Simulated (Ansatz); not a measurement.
CH₈AlGaSi, SMILES `C[SiH]([AlH2])[GaH2]`, 12 atoms. The species carries charge 0 and has multiplicity 1. Correlated methods include outer-core shells of Ga, which these sets cover unevenly. Scalar relativity is left out up to krypton. All runs use 4 threads of an Arm Neoverse V2 on a shared host. Correlated methods freeze the cores.

**Question.** How many basis functions does each run have, and how long does it take in Ansatz? RKS CAM-B3LYP-D4/def2-TZVPP energy; RKS PBE0-D4/def2-SVP energy; RHF-MP2/def2-QZVPP energy; RKS r2SCANh-D4/def2-TZVPP energy; RKS PBE0-D4/def2-QZVPP energy; RKS BHLYP-D4/def2-TZVPP energy; RKS ωB97M-V/def2-SVP energy; direct RPA on PBE orbitals/def2-TZVPP energy; RHF-CCSD(T)/def2-SVP energy; RKS ωB97M-V/def2-QZVPP energy; RKS r2SCAN0-D4/def2-TZVPP energy; RKS PBE0-D4/def2-TZVP relaxation (25 steps). (An estimate is asked.)

**Answer.** Computed: Other jobs shared the machine, so times are rough.

```json
{"level": "RKS PBE0-D4/def2-SVP", "job": "energy", "functions": "122", "wall time": "1.7 s", "peak host memory (GiB)": "0.27"}
{"level": "RKS BHLYP-D4/def2-TZVPP", "job": "energy", "functions": "275", "wall time": "3.7 s", "peak host memory (GiB)": "0.9"}
{"level": "RKS CAM-B3LYP-D4/def2-TZVPP", "job": "energy", "functions": "275", "wall time": "4.1 s", "peak host memory (GiB)": "0.98"}
{"level": "RHF-CCSD(T)/def2-SVP", "job": "energy", "functions": "122", "wall time": "6 s", "peak host memory (GiB)": "0.6"}
{"level": "RKS r2SCANh-D4/def2-TZVPP", "job": "energy", "functions": "275", "wall time": "6.5 s", "peak host memory (GiB)": "0.89"}
{"level": "RKS r2SCAN0-D4/def2-TZVPP", "job": "energy", "functions": "275", "wall time": "6.5 s", "peak host memory (GiB)": "0.9"}
{"level": "direct RPA on PBE orbitals/def2-TZVPP", "job": "energy", "functions": "275", "wall time": "6.5 s", "peak host memory (GiB)": "0.66"}
{"level": "RKS ωB97M-V/def2-SVP", "job": "energy", "functions": "122", "wall time": "7 s", "peak host memory (GiB)": "0.43"}
{"level": "RKS PBE0-D4/def2-QZVPP", "job": "energy", "functions": "526", "wall time": "13 s", "peak host memory (GiB)": "2.5"}
{"level": "RKS ωB97M-V/def2-QZVPP", "job": "energy", "functions": "526", "wall time": "27 s", "peak host memory (GiB)": "2.9"}
{"level": "RHF-MP2/def2-QZVPP", "job": "energy", "functions": "526", "wall time": "29 s", "peak host memory (GiB)": "3.6"}
{"level": "RKS PBE0-D4/def2-TZVP", "job": "relaxation (25 steps)", "functions": "201", "wall time": "84 s", "peak host memory (GiB)": "0.64"}
```
